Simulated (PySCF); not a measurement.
# A small calculation by hand: entropy of an ideal gas

C₃H₄O₂Si, SMILES C1(=C)OC(=O)[SiH2]1.

Coordinates come from a PBE-D3(BJ)/def2-SVP optimisation. This is a generated structure with no PubChem entry under its InChIKey; it may be hypothetical.

PySCF with PBE-D3(BJ)/def2-SVP gives the harmonic wavenumbers 124, 278, 310, 350, 363, 531, 625, 626, 642, 650, 709, 715, 838, 892, 908, 936, 1141, 1338, 1676, 1880, 2175, 2193, 3090, 3197 cm⁻¹ and the rotational temperatures 0.2458, 0.1220, 0.0833 K. The molar mass is 100.15 g/mol, the symmetry number 1, the spin multiplicity 1.

**Question.** Work out the entropy at 298.15 K and 1 atm in the rigid-rotor, harmonic-oscillator model.

**Answer.** 
Translation (Sackur–Tetrode at 1 atm): S = R[1.5 ln M + 2.5 ln T − 1.16487] = 166.2 J/(mol K).
Rotation: q = (√π/σ) T^1.5/√(θA θB θC) = 183000, S = R[ln q + 3/2] = 113.2 J/(mol K).
Vibration: with u = 1.4388 ν/T, each mode gives R[u/(e^u − 1) − ln(1 − e^−u)]:
| ν (cm⁻¹) | modes | u | S (J/(mol K)) |
|---|---|---|---|
| 124 | 1 | 0.60 | 12.71 |
| 278 | 1 | 1.34 | 6.47 |
| 310 | 1 | 1.50 | 5.70 |
| 350 | 1 | 1.69 | 4.88 |
| 363 | 1 | 1.75 | 4.64 |
| 531 | 1 | 2.56 | 2.45 |
| 625 | 1 | 3.02 | 1.71 |
| 626 | 1 | 3.02 | 1.70 |
| 642 | 1 | 3.10 | 1.60 |
| 650 | 1 | 3.14 | 1.55 |
| 709 | 1 | 3.42 | 1.24 |
| 715 | 1 | 3.45 | 1.21 |
| 838 | 1 | 4.04 | 0.75 |
| 892 | 1 | 4.30 | 0.60 |
| 908 | 1 | 4.38 | 0.57 |
| 936 | 1 | 4.52 | 0.51 |
| 1141 | 1 | 5.51 | 0.22 |
| 1338 | 1 | 6.46 | 0.10 |
| 1676 | 1 | 8.09 | 0.02 |
| 1880 | 1 | 9.07 | 0.01 |
The stiffer modes add less than 0.005 each. Sum 48.6 J/(mol K).
Spin: R ln 1 = 0.0 J/(mol K).
Total 328.0 J/(mol K); the program's own thermochemistry gives 328.1. Translation makes up 51 % and vibration 15 %. Anharmonicity, hindered rotation and orbital degeneracy are left out.
